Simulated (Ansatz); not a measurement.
Two structures of InH₅SO₂, closed shell, reached by relaxing down either side of one saddle point (PBE0-D4/def2-TZVP). Energies are electronic, without zero-point energy. Program: Ansatz 0.2.0. Basis: def2-TZVPP and def2-QZVPP. Cores are frozen in the correlated methods. Filled d shells of the heavier atoms are correlated. Core potentials replace the inner electrons of the atoms past krypton. The def2 sets are not built for correlating such inner shells, so the correlated values are less sure here. Extrapolation: Hartree–Fock as exp(−7.88 √X), correlation as X^−2.97. First:

In1  (0.595, 0.107, 0.077)
S2  (0.683, 2.417, -0.412)
O3  (0.263, -0.683, 1.862)
O4  (0.925, -1.214, -1.352)
H5  (-2.322, -0.180, -0.344)
H6  (-2.186, -0.483, 0.328)
H7  (0.986, 2.182, -1.700)
H8  (0.178, -0.031, 2.562)
H9  (0.879, -2.115, -1.021)
(Å)

Second:

In1  (-0.502, -0.648, 0.368)
S2  (-0.086, 2.024, -0.479)
O3  (0.784, -0.749, 1.887)
O4  (0.645, -0.927, -1.269)
H5  (-1.129, 2.038, -1.327)
H6  (-2.194, -0.814, 0.385)
H7  (0.625, 1.183, -1.279)
H8  (0.369, -0.777, 2.752)
H9  (1.486, -1.330, -1.039)
(Å)

**Question.** Which bonds change from the first to the second?

**Answer.** InH₃SO₂ ([OH][In]([OH])[SH]) + H₂ → InH₃O₂ ([OH][InH][OH]) + H₂S (still joined by a long In–S bond); bonds formed: In1–H6, S2–H5; bonds broken: H5–H6; bonds weakened to dative contacts: In1–S2.

**Question.** Give the saddle point's structure and its height above each. (To be estimated.)

**Answer.** Computed: 35.75 kcal/mol above the first and 29.29 kcal/mol above the second (CCSD(T) at an estimated basis limit (MP2 extrapolated from triple and quadruple zeta, plus CCSD(T) − MP2 in triple zeta)).
In1  (0.107, -0.406, 0.208)
S2  (-0.102, 2.117, -0.461)
O3  (0.563, -0.795, 2.092)
O4  (0.904, -1.369, -1.322)
H5  (-1.331, 1.014, -0.326)
H6  (-1.745, 0.029, -0.121)
H7  (0.081, 1.774, -1.749)
H8  (0.059, -0.268, 2.717)
H9  (1.464, -2.095, -1.037)
(Å)

No T1 diagnostic of these runs exceeds 0.017.

Labels in which every atom is bracketed show which atoms are joined, not bond orders.

For scale, one of the runs: CCSD(T)/def2-TZVPP, 224 basis functions, launched by `ansatz run in.yaml --threads 4 --pin off --events-out ev --progress --plain --max-ram 9574MiB`. The run took 2.6 min on 4 CPU threads of an Arm Neoverse V2 (shared host), with 4 GiB of host memory at its peak.
